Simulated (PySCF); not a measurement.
Species: C5H13NSi4.
Structure used (PBE0-D3(BJ)/def2-SVP), in Å, numbered top down from 1:
```xyz
23
C5H13NSi4 angstrom
Si    -2.2766    1.7749   -0.1749
Si    -2.2713   -0.1984    1.0935
Si    -1.8647   -2.0284   -0.3215
Si    -0.1171   -1.4609   -1.7788
C      1.1078   -0.4215   -0.7681
C      2.4924   -0.6282   -0.7636
C      3.2996    0.1836    0.0303
C      2.7012    1.1793    0.7966
C      1.3149    1.3163    0.7340
N      0.5432    0.5419   -0.0207
H     -3.6520    2.3746   -0.1871
H     -1.3538    2.8030    0.3967
H     -1.9004    1.4950   -1.5937
H     -3.6085   -0.4138    1.7429
H     -1.2540   -0.1520    2.1880
H     -1.4935   -3.2548    0.4556
H     -3.0988   -2.3384   -1.1127
H      0.6036   -2.6475   -2.3388
H     -0.6322   -0.6442   -2.9210
H      2.9296   -1.4201   -1.3765
H      4.3829    0.0392    0.0518
H      3.2918    1.8385    1.4360
H      0.8024    2.0841    1.3251
```

Method used: PBE0-D3(BJ)/def2-SVP geometry optimisation, gas phase (PySCF).

Take the most abundant isotopes and a rigid rotor. The values belong to one conformer with, in the numbering `[SiH3:1][SiH2:2][SiH2:3][SiH2:4][c:5]1[cH:6][cH:7][cH:8][cH:9][n:10]1`, Si1–Si2–Si3–Si4 44°, Si2–Si3–Si4–C5 37°, Si3–Si4–C5–C6 133°.

Give the principal moments of inertia and the rotational constants in MHz.

Ia = 531.66, Ib = 916.43, Ic = 1215.48 u·Å²; 505379 MHz·u·Å²/I gives A = 950.6, B = 551.5, C = 415.8 MHz.

What kind of rotor is it?

An asymmetric top. Ray's parameter κ = (2B − A − C)/(A − C) = -0.493; −1 is the prolate and +1 the oblate limit.

What does the inertial defect say?

Not planar: Δ = Ic − Ia − Ib = -232.62 u·Å². For a rigid frame Δ = −2 Σ m c², so Σ m c² = 116.31 u·Å² lies off the ab plane: 24.33 from hydrogen and 91.98 from heavier atoms. The atom farthest from that plane is 2.24 Å away.

Predict some low-J microwave lines.

The dipole components are |μa| = 3.64 D, |μb| = 0.09 D, |μc| = 0.55 D. Intensities carry the squares of the components, which stand as 1.00 : 0.00 : 0.02 (a : b : c). Some lines, for components of 0.1 D or more:

```
type  branch         J(Ka,Kc)   MHz  lower level (cm⁻¹)
   c       Q  1(1,1) ← 1(0,1)   399               0.032
   a       Q  2(1,1) ← 2(1,2)   407               0.106
   a       Q  3(1,2) ← 3(1,3)   810               0.195
   a       R  1(0,1) ← 0(0,0)   967               0.000
   c       Q  3(2,2) ← 3(1,2)  1014               0.222
   c       Q  2(2,1) ← 2(1,1)  1197               0.119
   c       R  1(1,0) ← 0(0,0)  1502               0.000
   a       R  2(1,2) ← 1(1,1)  1799               0.046
   a       R  2(0,2) ← 1(0,1)  1905               0.032
   a       R  2(1,1) ← 1(1,0)  2070               0.050
   c       Q  3(3,1) ← 3(2,1)  2214               0.260
   c       R  2(1,1) ← 1(0,1)  2605               0.032
   a       R  3(1,3) ← 2(1,2)  2682               0.106
   a       R  3(0,3) ← 2(0,2)  2793               0.096
   a       R  3(2,2) ← 2(2,1)  2902               0.159
   a       R  3(2,1) ← 2(2,0)  3010               0.160
   a       R  3(1,2) ← 2(1,1)  3085               0.119
   c       R  2(2,0) ← 1(1,0)  3297               0.050
   c       R  2(2,1) ← 1(1,1)  3403               0.046
   c       R  3(1,2) ← 2(0,2)  3784               0.096
   c       R  3(2,1) ← 2(1,1)  4237               0.119
   c       R  3(2,2) ← 2(1,2)  4506               0.106
   c       R  3(3,0) ← 2(2,0)  5228               0.160
   c       R  3(3,1) ← 2(2,1)  5253               0.159
```

Estimate the classical rotational partition function at 50 K, 100 K and 298.15 K.

Point group C1, symmetry number σ = 1; q = (√π/σ)·√((kT/h)³/(ABC)), k/h = 20836.6 MHz/K: 128000 at 50 K, 361000 at 100 K, 1860000 at 298.15 K.

No PBE0-D3(BJ)/def2-SVP frequencies stand behind this structure, so it isn't proved a minimum. These are rigid-rotor constants of the computed structure; measured ground-state constants (B0) also hold zero-point vibration. A rigid rotor knows nothing of internal rotation, which can split or shift real lines. Quadrupole hyperfine structure (14N) is left out.

On one thread of an Arm Neoverse V1, shared host with 32 logical CPUs at a one-minute load of 18, this took 8.1 min of wall time and 1.2 GiB of memory at its peak. That covers the optimisation of the geometry.
